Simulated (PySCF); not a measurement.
# RbLi: mean field, correlation and small terms against distance

State: ¹Σ⁺, singlet, closed shell. RHF-based CCSD(T) in PySCF 2.14 with Rb cc-pwCVDZ-X2C, Li aug-cc-pVDZ-DK and Rb cc-pwCVTZ-X2C, Li aug-cc-pVTZ-DK (frozen core orbitals: 15; spin-free X2C with a Gaussian nucleus). Correlation energies are extrapolated as n⁻³ (n = 2, 3), Hartree–Fock as (n+1)·exp(−9√n). CV is the change on freezing 14 orbitals instead, in Rb cc-pwCVTZ-X2C, Li cc-pCVTZ-DK. All energies in eV from Rb + Li.

| R (Å) | HF/CBS | CCSD corr. | (T) | CV | total |
| --- | --- | --- | --- | --- | --- |
| 3.1260 | 0.179 | -0.803 | -0.0491 | -0.0070 | -0.680 |
| 3.2681 | 0.102 | -0.775 | -0.0448 | -0.0053 | -0.724 |
| 3.4102 | 0.053 | -0.750 | -0.0413 | -0.0038 | -0.742 |
| 3.5523 | 0.027 | -0.726 | -0.0386 | -0.0025 | -0.740 |
| 3.6944 | 0.021 | -0.705 | -0.0368 | -0.0013 | -0.723 |
| 3.8720 | 0.034 | -0.683 | -0.0356 | -0.0001 | -0.685 |
| 4.0497 | 0.066 | -0.665 | -0.0355 | 0.0009 | -0.634 |

A fit to the total gives Re = 3.4664 Å, De = 0.743 eV, ωe = 194.8 cm⁻¹, Be = 0.2165 cm⁻¹ (masses 84.9118 and 7.0160 u).

At R = 3.4102 Å the CCSD correlation energy is -0.142788 hartree in the smaller basis and -0.210840 in the larger. Extrapolate it.

(3³·E3 − 2³·E2)/(3³ − 2³) = -0.23949 hartree; the larger basis holds 88.0 % of it.

The T1 diagnostic is 0.017. The open-shell atoms are computed with UHF. Spin–orbit coupling, excitations beyond (T) and corrections to the Born–Oppenheimer picture are left out.
